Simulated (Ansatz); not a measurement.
Pulling on the Zn1–H2 bond in H2Zn (SMILES [ZnH2]) (multiplicity 1 held, fragments rigid). Energies count from the point at 1.544 Å.
Geometry at that point (charge 0, multiplicity 1):
```xyz
3

Zn     0.0000     0.0000     0.0000
H      0.0000     0.0000     1.5440
H      0.0000     0.0000    -1.5440
```

Active spaces are followed from a long bond inwards. Levels need not reach the same state.

Frozen-core correlation.

Codes used: Ansatz (Gaussian basis) for Hartree–Fock, density functionals and correlated methods. 

**Question.** Estimate the energy at R = 4.941 Å that FIC-NEVPT4(SD) on CASSCF(2,2)/def2-SVP returns for this input.

**Answer.** 3.45 eV

**Question.** Predict the energy at R = 4.941 Å from SC-NEVPT2 on CASSCF(2,2)/def2-SVP.

**Answer.** 3.37 eV

**Question.** Predict the energy at R = 4.941 Å from FIC-MRCISD+Q on CASSCF(2,2)/def2-SVP.

**Answer.** 3.48 eV

Ansatz is an electronic-structure program.
